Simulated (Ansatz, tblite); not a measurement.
Isomers of Ge$_{3}$Te$_{2}$ (singlet), found by a short tight-binding search and relaxed with PBE-D4/def2-SVP in Ansatz.

In the def2 sets Te takes a core potential; there is no spin–orbit coupling. The xTB rows come from tblite. LC-ωPBE has ω = 0.4 bohr⁻¹. Correlated methods freeze 35 core orbitals; core or outer-core shells of Ge, Te are correlated, in sets that lack core-valence functions.

Run but left out: HF/def2-SVP (A: restricted singlet, unstable towards broken spin symmetry).

A: The restricted singlet is unstable towards broken spin symmetry in Hartree–Fock (as tested in another run); at PBE-D4/def2-TZVP, r2SCAN-D4/def2-TZVP, PBE0-D4/def2-TZVP, LC-ωPBE/def2-TZVP and others this wasn't settled. At CCSD(T)/def2-SVP the restricted singlet (for correlated methods, its reference) is unstable: a solution with broken spin symmetry lies lower.

Other spin states were run for one of them alone.

A:

```xyz
5

Ge   -0.5925    0.3720    1.2531
Ge    0.4477    1.9722   -0.4554
Ge   -0.0718   -0.3563   -1.3886
Te   -1.7408   -1.7187    0.1308
Te    1.9574   -0.2692    0.4600
```

B:

```tsv
atom	x (Å)	y (Å)	z (Å)
Ge1	-0.229	-0.219	-1.936
Ge2	-0.345	0.059	1.930
Ge3	1.549	0.434	0.015
Te4	-0.994	1.678	-0.150
Te5	0.019	-1.951	0.141
```

Problem. Estimate their order by electronic energy at PBE0-D4/def2-TZVP, counted from the lowest.

Solution. B (0.0) < A (11.5), in kcal/mol.

Problem. Do the other levels pick the same lowest one?

Solution. All that were run do. Energies above each level's lowest (kcal/mol):

| level | A | B |
| --- | --- | --- |
| GFN1-xTB | 5.2 | 0.0 |
| GFN2-xTB | 12.2 | 0.0 |
| PBE-D4/def2-TZVP | 12.0 | 0.0 |
| r2SCAN-D4/def2-TZVP | 10.0 | 0.0 |
| PBE0-D4/def2-TZVP | 11.5 | 0.0 |
| LC-ωPBE/def2-TZVP | 10.5 | 0.0 |
| ωB97M-V/def2-TZVP | 12.6 | 0.0 |
| MP2/def2-SVP | 6.9 | 0.0 |
| CCSD/def2-SVP | 9.5 | 0.0 |
| CCSD(T)/def2-SVP | 9.0 | 0.0 |
Point groups (tolerance 0.1 Å): A Cs, B C2v. Lower isomers may exist.
